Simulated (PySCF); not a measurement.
In(H)(Et)(OH) (C2H7InO), SMILES [CH2](C)[InH][OH].

Coordinates come from a B3LYP-D3(BJ)/def2-SVP optimisation. The structure was generated by enumeration; whether it is a known compound was not checked. The def2 effective core potentials stand for the cores of In; spin–orbit coupling is left out. One conformer was computed; it need not be the lowest.

Two levels are set side by side: PBE/def2-TZVP (PySCF) and M06-2X/def2-TZVP (PySCF). Same geometry, gas phase. Differences are taken from unrounded values.

```json
[
 {"quantity": "orbital gap (eV)", "PBE": "4.30"},
 {"quantity": "highest occupied level (eV)", "PBE": "-6.12"},
 {"quantity": "lowest empty level (eV)", "PBE": "-1.83"},
 {"quantity": "dipole moment (D)", "PBE": "2.73"},
 {"quantity": "mean polarisability (bohr³)", "PBE": "69.2"}
]
```

Q: These are the PBE values. What does M06-2X give? (Estimate from the structure and the level; the computed values follow.)

A: 
| quantity | M06-2X | PBE minus M06-2X |
|---|---|---|
| orbital gap (eV) | 7.72 | -3.42 |
| highest occupied level (eV) | -8.46 | 2.34 |
| lowest empty level (eV) | -0.74 | -1.08 |
| dipole moment (D) | 2.97 | -0.24 |
| mean polarisability (bohr³) | 64.6 | 4.7 |

PBE's occupied levels lie high since its potential decays too fast outside the molecule; exact exchange lowers them and widens the gap. Loosely held outer electrons make PBE densities more polarisable. Differences between two approximate levels are no errors against the true value.

Rough cost on one machine, each run with all the roots and properties that it gave: M06-2X against PBE about 3 times.
